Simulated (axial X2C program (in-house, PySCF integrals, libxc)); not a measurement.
**BiS⁻ along the bond: BP86, 2c**

Calculated with an in-house all-electron X2C program for linear molecules (integrals from PySCF). Two-component (2c) means X2C with spin–orbit coupling and atomic mean-field two-electron Coulomb and Gaunt terms. Basis: Bi dyall-acv3z [13s15p11d7f1g], S dyall-av3z [9s8p3d2f] (cores contracted in-house); Gaussian nuclei, density fitting, unrestricted open shells. Masses: Bi 208.980 u, S 31.972 u.

State: Ω = 0 (closed shell). Dipoles are positive if S is the positive end and refer to the centre of mass.

Results along the bond:

```csv
R (Å),μ (D),HOMO (eV),LUMO (eV)
2.113,-3.348,1.22,1.83
2.210,-4.110,1.08,1.72
2.283,-4.642,0.98,1.64
2.356,-5.140,0.87,1.54
2.429,-5.611,0.76,1.45
2.514,-6.126,0.64,1.33
2.599,-6.607,0.53,1.22
2.708,-7.181,0.40,1.08
2.842,-7.820,0.26,0.92
3.036,-8.646,0.11,0.70
```

Occupations by symmetry block were frozen at the best pattern of an incomplete PBE0 search. Closed shells are restricted here (equal orbitals for both partners); the stretched side of such a curve lies too high. PBE0 can misorder states that lie within some tenths of an eV, so this need not be the ground state of the molecule. The nearest other 2c determinant of the search, Ω = 1, lies 0.26 eV up at the distance of the search. The 2c closed shell (π1/2)² is the Ω = 0⁺ component of the spin-free π² triplet, mixed with the ¹Σ⁺ state; no single spin-free determinant represents it. The highest occupied level of some functionals is positive through self-interaction error; at Hartree–Fock it is bound. The LUMO of an anion is an unbound level whose energy the basis sets.
